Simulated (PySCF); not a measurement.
## Computed vibrations of [Tm(BH4)2]+

[Tm(BH4)2]+ (singlet in the valence; each metal's 4f electrons, 12 of them, lie in its core potential, out of spins and levels). PySCF 2.14.0, RKS PBE0, Tm lcecp-1-SVP with ECP58, B def2-SVP, H def2-SVP; non-relativistic Hamiltonian with scalar-relativistic core potentials where named; density fitting; no spin-orbit coupling. Central differences of gradients.

```xyz
11

Tm    0.0000    0.0000   -0.1719
B     2.0240   -0.0254    0.9751
H     3.0226   -0.0299    1.6344
H     1.1980   -0.9377    1.2946
H     2.1828   -0.1618   -0.2695
H     1.3390    1.0406    1.0924
B    -2.0240    0.0254    0.9751
H    -3.0227    0.0298    1.6343
H    -1.1981    0.9376    1.2946
H    -2.1828    0.1619   -0.2696
H    -1.3390   -1.0407    1.0923
```

Run from Python with OMP_NUM_THREADS=2. Where DIIS fails, smearing, a level shift and second-order steps follow.
It took 99 s on 2 threads of Arm Neoverse V2, on a shared host.

(1) What are the harmonic wavenumbers and infrared intensities?

(2) Is this a minimum?

An lcecp potential fixes the number of 4f electrons, so in runs with it no electron can move into or out of that shell.

## Answers

(1) Modes are labelled in C2; negative numbers are unstable modes, those under 60 cm⁻¹ near the noise; a finer grid moves soft modes by up to 10 cm⁻¹.
```tsv
cm⁻¹	km/mol	symmetry
-45	–	a
123	5.1	a
147	0.2	b
558	57.5	b
572	8.7	a
618	12.6	b
648	0.0	a
653	0.0	a
656	0.2	b
1085	2.0	a
1088	8.6	b
1093	6.3	a
1114	25.5	b
1245	189.4	b
1262	55.7	a
1292	196.0	b
1298	14.8	a
1305	13.9	b
1311	0.1	a
2176	1.0	a
2183	180.3	b
2194	320.6	b
2198	5.2	a
2242	10.5	b
2246	207.1	a
2722	20.9	b
2723	7.1	a
```

(2) Probably not: 1 unstable, though so soft as to be near the noise; the lowest moves the atoms so:
```
Tm   0.00  0.00  0.00
B    0.01 -0.02 -0.02
H    0.02 -0.06 -0.03
H    0.17 -0.26 -0.30
H    0.03  0.39 -0.06
H   -0.16 -0.17  0.32
B   -0.01  0.02 -0.02
H   -0.02  0.06 -0.03
H   -0.17  0.26 -0.30
H   -0.03 -0.39 -0.06
H    0.16  0.17  0.32
```
